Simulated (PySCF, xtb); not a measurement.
C5H5, SMILES [CH]1C=CC=C1 (connectivity only; charge and spin as stated), charge +1, multiplicity 1.

GFN2-xTB run with xtb at its own geometry gives an orbital gap of 0.22 eV.

The structure is a stationary point at B3LYP-D3(BJ)/def2-SVP. The spin state was assumed, not searched. The isomer is the one that the SMILES or the coordinates give; other isomers of the formula were not compared.

Q: What does r2SCAN/def2-TZVP (PySCF) give? (Estimate from the structure and the level; the computed values follow.)

A: gap 0.63 eV (levels -12.15 and -11.52 eV).
